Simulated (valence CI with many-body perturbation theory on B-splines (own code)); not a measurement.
Results of a calculation; reference values are marked as such.
Ladder of approximations for I29+

Method: relativistic CI+MBPT: six valence electrons over a frozen Dirac-Fock core [Ar], a basis of 7 s, 7 p, 8 d, 6 f, 4 g, 1 h functions for each j, with the one-electron correlation potential Σ1, the two-electron term Σ2, the three-electron term Σ3, Breit, model QED; selected CI, second order for the rest, scaled by the run's own slope (own B-spline code, finite nucleus).

No measured spectrum was set against this ion. As an estimate, large intervals hold to a few tenths of a per cent, small ones and those within an open d or f shell to about a per cent. Core correlation moves these levels by up to 9800 cm⁻¹, and in measured spectra 5 to 20 % of such shifts remained as error; rates that hang on mixing are uncertain with them. Among the levels kept, up to 960 cm⁻¹ of a level comes from second order outside the variational space, and about a tenth of that is noise between levels of different J, which matters for small intervals. Only levels of the ground parity were solved; by the run's estimate the other parity begins above the list, which can be wrong where configurations are misplaced.

Each rung adds one term. CI alone is the Dirac-Coulomb CI over the frozen core; QED comes last and gives the full result, which names the levels. Energies are above (3d3/2^4 3d5/2^2) J=4 on the same rung, in cm⁻¹.

Levels are named by their leading jj configuration (3d3/2^4 stands for four electrons in 3d with j = 3/2), which in mixed levels can hold well under half, so a name can repeat and another be missing. Letters in brackets count levels of one name in rising energy.

| Level | CI alone | + Σ1 | + Σ2 | + Σ3 | + Breit | Full |
| --- | --- | --- | --- | --- | --- | --- |
| (3d3/2^4 3d5/2^2) J=2 | 37890 | 37935 | 35724 | 34536 | 36383 | 36381 |
| (3d3/2^3 3d5/2^3) J=3 [a] | 71023 | 71737 | 73382 | 74217 | 72477 | 72760 |
| (3d3/2^4 3d5/2^2) J=0 | 81501 | 81924 | 81124 | 80935 | 82281 | 82425 |
| (3d3/2^3 3d5/2^3) J=1 [a] | 92006 | 92771 | 93734 | 93890 | 93441 | 93733 |
| (3d3/2^3 3d5/2^3) J=4 | 108302 | 108807 | 109543 | 109058 | 107788 | 107963 |
| (3d3/2^3 3d5/2^3) J=6 | 144831 | 145525 | 148321 | 146563 | 140279 | 140518 |
| (3d3/2^3 3d5/2^3) J=5 | 143549 | 144224 | 145370 | 144603 | 140337 | 140569 |
| (3d3/2^3 3d5/2^3) J=2 [a] | 168404 | 169267 | 167445 | 166165 | 164752 | 165047 |
| (3d3/2^3 3d5/2^3) J=3 [b] | 171953 | 172747 | 171522 | 170983 | 168662 | 168932 |
| (3d3/2^2 3d5/2^4) J=2 [a] | 183689 | 184854 | 185134 | 184086 | 181419 | 181864 |
| (3d3/2^2 3d5/2^4) J=4 [a] | 218566 | 219717 | 221030 | 219847 | 215527 | 215932 |
| (3d3/2^2 3d5/2^4) J=0 [a] | 217072 | 218306 | 217734 | 218642 | 217329 | 217785 |
| (3d3/2^3 3d5/2^3) J=1 [b] | 225725 | 226709 | 222305 | 223656 | 223047 | 223379 |
| (3d3/2^3 3d5/2^3) J=2 [b] | 229814 | 230847 | 227933 | 227994 | 225766 | 226121 |
| (3d3/2^2 3d5/2^4) J=4 [b] | 233386 | 234678 | 235602 | 234761 | 229635 | 230104 |
| (3d3/2^3 3d5/2^3) J=0 | 251087 | 251750 | 242905 | 243293 | 243522 | 243702 |
| (3d3/2^2 3d5/2^4) J=5 | 247739 | 249234 | 252089 | 251220 | 243569 | 244116 |
| (3d3/2^3 3d5/2^3) J=3 [c] | 251577 | 252759 | 249400 | 250828 | 248138 | 248544 |
| (3d3/2^3 3d5/2^3) J=3 [d] | 266133 | 267359 | 264724 | 263537 | 260127 | 260535 |
| (3d3/2^2 3d5/2^4) J=6 | 271749 | 273252 | 277664 | 275584 | 265943 | 266483 |
| (3d3/2^2 3d5/2^4) J=3 | 275827 | 277151 | 275593 | 275940 | 271687 | 272166 |
| (3d3/2^2 3d5/2^4) J=1 | 308213 | 309926 | 306773 | 306026 | 302035 | 302644 |
| (3d3/2^2 3d5/2^4) J=4 [c] | 318514 | 320097 | 318565 | 318763 | 312002 | 312551 |
| (3d3/2^2 3d5/2^4) J=2 [b] | 321222 | 322748 | 318759 | 316571 | 312121 | 312650 |
| (3d3/2 3d5/2^5) J=1 | 344286 | 346069 | 344805 | 344117 | 340691 | 341340 |
| (3d3/2^2 3d5/2^4) J=2 [c] | 370994 | 372576 | 368950 | 368679 | 365214 | 365744 |
| (3d3/2^2 3d5/2^4) J=4 [d] | 373199 | 374970 | 373697 | 373251 | 367052 | 367672 |
| (3d3/2 3d5/2^5) J=4 | 429605 | 431569 | 429712 | 428150 | 421114 | 421793 |
| (3d3/2 3d5/2^5) J=2 | 440817 | 443060 | 439481 | 438793 | 432108 | 432902 |
| (3d3/2 3d5/2^5) J=3 | 444033 | 446341 | 444631 | 444376 | 437088 | 437908 |
| (3d5/2^6) J=0 | 455706 | 458540 | 458476 | 458858 | 451038 | 452083 |

Task: How does the ionisation energy move along the ladder, and which term matters most?

Result: CI alone 1707.0, + Σ1 1709.3, + Σ2 1721.1, + Σ3 1721.5, + Breit 1720.9, + QED 1720.9 eV. The largest step is Σ2, 11.8 eV. NIST lists 1720 ± 4 eV (theoretical).
